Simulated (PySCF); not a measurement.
Computed shifts of a molecule C₅H₁₀O, PBE0/pcSseg-1 (PySCF), GIAO, gas phase, equivalent atoms averaged, in ppm (number of nuclei): ¹³C: 150.2 (1), 125.1 (1), 63.8 (1), 36.7 (1), 34.1 (1). ¹H: 6.71 (1), 5.64 (2), 4.14 (1), 4.05 (1), 3.04 (1), 2.24 (1), 2.12 (1), 1.41 (1), 0.46 (1). References: ¹³C against TMS (σ = 186.3 ppm); ¹⁷O against H2O (σ = 334.2 ppm); ¹H against TMS (σ = 31.56 ppm), references at their B3LYP-D3(BJ)/def2-TZVP geometries, non-relativistic. Geometry: B3LYP-D3(BJ)/def2-SVP. The values are those of a single conformer.

Question: Which molecule gave these data?
(A) COC=C(C)C
(B) CC1(C)CCO1
(C) C=CCCCO
(D) C[C@H](O)C1CC1

Answer: C, C=CCCCO
